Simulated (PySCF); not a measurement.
Geometry:
```
atom   x (Å)   y (Å)   z (Å)
  B1  -2.533   1.253   0.522
  O2  -1.089   0.481   0.582
  C3  -0.040   0.994  -0.268
  C4   0.932  -0.163  -0.410
  C5   1.931  -0.254   0.738
  C6  -0.043  -1.346  -0.472
  C7  -1.145  -0.955   0.517
  C8  -0.959  -1.504   1.864
  N9  -0.804  -1.979   2.906
 H10  -2.236   2.422   0.686
 H11  -3.162   0.743   1.433
 H12  -2.947   0.980  -0.601
 H13  -0.500   1.287  -1.225
 H14   0.366   1.883   0.231
 H15   1.473  -0.073  -1.364
 H16   2.567  -1.145   0.633
 H17   2.587   0.629   0.753
 H18   1.430  -0.314   1.716
 H19  -0.485  -1.427  -1.475
 H20   0.420  -2.309  -0.220
 H21  -2.151  -1.230   0.166
```

Geometry: PBE0-D3(BJ)/def2-SVP; GIAO absolute shieldings from PySCF 2.14, gas phase, non-relativistic, averaged over equivalent atoms.

At PBE0/pcSseg-1 (213 basis functions, 80 s wall time on 1 thread of an Arm Neoverse N1, shared host):
```tsv
atoms	σ (ppm)
B1	100.2
O2	265.6
C8	61.4
C3	98.6
C7	110.7
C6	144.4
C4	147.3
C5	164.8
N9	-54.2
H21	26.91
H14	27.30
H13	27.53
H10/H11/H12	28.09
H19	28.95
H15	29.09
H20	29.44
H16/H17/H18	29.89
```

Q: What do these become at PBE/pcSseg-1?

A: 
```json
{"atoms": "B1", "σ at PBE/pcSseg-1": "94.7", "change": "-5.5"}
{"atoms": "O2", "σ at PBE/pcSseg-1": "248.9", "change": "-16.7"}
{"atoms": "C8", "σ at PBE/pcSseg-1": "60.0", "change": "-1.4"}
{"atoms": "C3", "σ at PBE/pcSseg-1": "91.2", "change": "-7.4"}
{"atoms": "C7", "σ at PBE/pcSseg-1": "103.0", "change": "-7.7"}
{"atoms": "C6", "σ at PBE/pcSseg-1": "138.0", "change": "-6.4"}
{"atoms": "C4", "σ at PBE/pcSseg-1": "139.9", "change": "-7.4"}
{"atoms": "C5", "σ at PBE/pcSseg-1": "159.7", "change": "-5.1"}
{"atoms": "N9", "σ at PBE/pcSseg-1": "-51.7", "change": "+2.5"}
{"atoms": "H21", "σ at PBE/pcSseg-1": "26.76", "change": "-0.15"}
{"atoms": "H14", "σ at PBE/pcSseg-1": "27.18", "change": "-0.12"}
{"atoms": "H13", "σ at PBE/pcSseg-1": "27.38", "change": "-0.15"}
{"atoms": "H10/H11/H12", "σ at PBE/pcSseg-1": "27.88", "change": "-0.21"}
{"atoms": "H19", "σ at PBE/pcSseg-1": "28.80", "change": "-0.15"}
{"atoms": "H15", "σ at PBE/pcSseg-1": "28.88", "change": "-0.21"}
{"atoms": "H20", "σ at PBE/pcSseg-1": "29.32", "change": "-0.12"}
{"atoms": "H16/H17/H18", "σ at PBE/pcSseg-1": "29.81", "change": "-0.08"}
```

The largest change is at O2 (donor oxygen of a Lewis adduct). Cost: 213 basis functions, 100 s wall time on 1 thread of an Arm Neoverse N1, shared host. The order of the carbon signals is the same at both levels.
